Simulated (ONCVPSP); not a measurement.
**An all-electron radial function and its pseudo partner (indium)**

Columns: radius, all-electron u(r) and pseudo u(r) of the 4d shell (level -18.62 eV) of indium in the configuration [Ar] 3d10 4s2 4p6 4d10 5s2 5p1; PBE, scalar-relativistic, ONCV scheme, ONCVPSP 4.0.1.

```csv
r (bohr),all-electron,pseudo
0.090,-0.2275,0.0054
0.180,-0.4976,0.0409
0.270,-0.4361,0.1251
0.360,-0.1558,0.2596
0.450,0.1824,0.4288
0.540,0.4847,0.6067
0.630,0.7156,0.7666
0.720,0.8697,0.8886
0.810,0.9561,0.9640
0.900,0.9899,0.9948
0.990,0.9855,0.9890
1.080,0.9554,0.9576
1.170,0.9091,0.9101
1.260,0.8535,0.8538
1.350,0.7935,0.7936
1.440,0.7324,0.7324
1.530,0.6723,0.6723
1.620,0.6145,0.6145
1.710,0.5599,0.5599
1.800,0.5089,0.5089
1.890,0.4616,0.4616
1.980,0.4181,0.4181
2.070,0.3783,0.3783
2.160,0.3419,0.3419
2.250,0.3088,0.3088
2.340,0.2788,0.2788
```

Task: How many radial nodes do the two functions have?

Result: The all-electron 4d function has n − l − 1 = 1; the pseudo-wave has 0, since the states of the same l below it are removed with the core.

Task: At about which radius was the pseudo-wave matched?

Result: 1.40 bohr. The columns agree to 0.0005 from 1.26 bohr on; several derivatives are matched, so the curves merge somewhat inside the radius.

Task: Is the pseudo-wave norm-conserving?

Result: Yes: the ONCV scheme keeps the norm inside the radius equal to the all-electron one, which fixes the energy derivative of the logarithmic derivative at the level.
